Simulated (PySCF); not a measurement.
Ge(F)2(Cl)(Me) (CH₃ClF₂Ge), SMILES [CH3][Ge]([F])([F])[Cl].

Geometry optimised at PBE0-D3(BJ)/def2-SVP. This is a generated structure with no PubChem entry under its InChIKey; it may be hypothetical.

Two levels are set side by side: PBE/def2-TZVP (PySCF) and CAM-B3LYP/def2-TZVP (PySCF). Same geometry, gas phase. Differences are taken from unrounded values.

```json
[
 {"quantity": "orbital gap (eV)", "CAM-B3LYP": "11.54", "PBE": "6.61", "PBE minus CAM-B3LYP": "-4.92"},
 {"quantity": "highest occupied level (eV)", "CAM-B3LYP": "-11.02", "PBE": "-8.16", "PBE minus CAM-B3LYP": "2.86"},
 {"quantity": "lowest empty level (eV)", "CAM-B3LYP": "0.52", "PBE": "-1.54", "PBE minus CAM-B3LYP": "-2.06"},
 {"quantity": "dipole moment (D)", "CAM-B3LYP": "3.35", "PBE": "3.20", "PBE minus CAM-B3LYP": "-0.15"},
 {"quantity": "mean polarisability (bohr³)", "CAM-B3LYP": "48.9", "PBE": "51.4", "PBE minus CAM-B3LYP": "2.4"}
]
```

Without exact exchange PBE keeps part of each electron's self-repulsion, which lifts occupied levels and narrows the gap. PBE's more diffuse valence density responds more strongly to a field. Differences between two approximate levels are no errors against the true value.

Rough cost on one machine, each run with all the roots and properties that it gave: CAM-B3LYP against PBE within a factor of 2.
